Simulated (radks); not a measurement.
Results of a calculation; reference values are marked as such.
Excited configurations of the selenium ion Se+: one electron is placed in a higher orbital outside [Ar] 3d10 4s2 4p2. The ground configuration is [Ar] 3d10 4s2 4p3. Code: a radial shooting solver on a logarithmic mesh with Libxc functionals. Model: scalar-relativistic Kohn-Sham, BLYP, spin-polarised, spherical densities, point nucleus; open shells are filled with parallel spins first. Excitation = E - E(ground); binding = E(ion) - E, where the ion is the core of charge +2; n* = 2/sqrt(2 binding) in atomic units, and the quantum defect is n - n*.

| outer orbital | excitation (eV) | binding (eV) | n* | quantum defect | eigenvalue (eV) |
|---|---|---|---|---|---|
| 4d | 12.932 | 8.083 | 2.595 | 1.405 | -5.228 |
| 5s | 11.528 | 9.487 | 2.395 | 2.605 | -7.306 |
| 6s | 16.060 | 4.954 | 3.314 | 2.686 | -3.901 |
| 7s | 17.951 | 3.064 | 4.214 | 2.786 | -2.446 |
| 7f | 19.630 | 1.385 | 6.269 | 0.731 | -1.080 |

The Delta-SCF ionisation energy is 21.015 eV (NIST Atomic Spectra Database: 21.20 eV, measured). Self-interaction in the functional shifts the binding energies and quantum defects, so they are the method's values and not measured ones. Open shells are spherical and high-spin; term and fine-structure splittings are not resolved.
